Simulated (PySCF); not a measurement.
Sb(Cl)2(OMe) (CH3Cl2OSb), SMILES C[O][Sb]([Cl])[Cl]. Geometry optimised at B3LYP-D3(BJ)/def2-SVP. The def2 effective core potentials stand for the cores of Sb; spin–orbit coupling is left out. Other conformers were not sampled.

Give the equilibrium geometry at B3LYP-D3(BJ)/def2-SVP (PySCF confirms it by a frequency run) as a Z-matrix, and its point group. (The exact figures need the calculation; the answer reports its results.)

This is not unique; one that fits is point group Cs.
```
C
H 1 1.1012
H 1 1.1039 2 108.88
H 1 1.1039 2 108.88 3 -118.06
O 1 1.4186 2 107.60 3 120.97
Sb 5 1.9702 1 123.72 2 180.00
Cl 6 2.4007 5 97.88 1 48.96
Cl 6 2.4007 5 97.88 1 -48.96
```
